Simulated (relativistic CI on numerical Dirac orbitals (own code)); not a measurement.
Method of calculation: Dirac-Coulomb-Breit CI, separate exchange-only KLI orbitals for each configuration, model QED, unscaled Slater integrals (own radial code, finite nucleus).

CI space (outside the closed core 1s2): 2s2, 2s 2p, 2p2, 2p 3s, 2p 3p, 2s 3s, 2s 3p, 2s 3d, 2s 4s, 2s 4p, 2s 4d, 2s 4f, 2s 5s, 3s2, 2s 5p, 2s 5d, 2s 5f, 2s 5g, 3s 3p, 3p2. Levels of other configurations are missing.

At this charge energies of transitions that change n are usually good to better than 1 %, and those within a shell (Δn = 0) to a few per cent.

Outline of the computed level scheme of Pt LXXV. Lowest level of each configuration: 2s2 1S_0 at 0.0 eV; 2s 2p 3P°_0 at 190.4 eV; 2p2 3P_0 at 532.5 eV; 2s 3s 3S_1 at 12421.7 eV; 2s 3p 3P°_1 at 12510.0 eV; 2p 3s 3P°_0 at 12656.3 eV; 2p 3p 3D_1 at 12709.4 eV; 2s 3d 3D_1 at 13103.1 eV; 2s 4s 3S_1 at 16661.0 eV.

Some strong electric-dipole decays among the lowest 36 levels: 2s 3d 3D_3 → 2s 2p 3P°_2 (2.1e+15 s⁻¹); 2s 3d 3D_2 → 2s 2p 3P°_1 (2.1e+15 s⁻¹); 2s 3d 1D_2 → 2s 2p 1P°_1 (1.5e+15 s⁻¹); 2s 3d 3D_1 → 2s 2p 3P°_0 (1.3e+15 s⁻¹); 2p 3p 3P_0 → 2s 2p 3P°_1 (9.8e+14 s⁻¹); 2s 3p 1P°_1 → 2s2 1S_0 (8.1e+14 s⁻¹); 2p 3p 3P_1 → 2s 2p 3P°_2 (7.6e+14 s⁻¹); 2p 3p 3D_1 → 2s 2p 3P°_1 (6.6e+14 s⁻¹).

LS names give the leading component of a level, which can be under half, so a name can repeat, a term be missing and a line seem to break the LS rules.
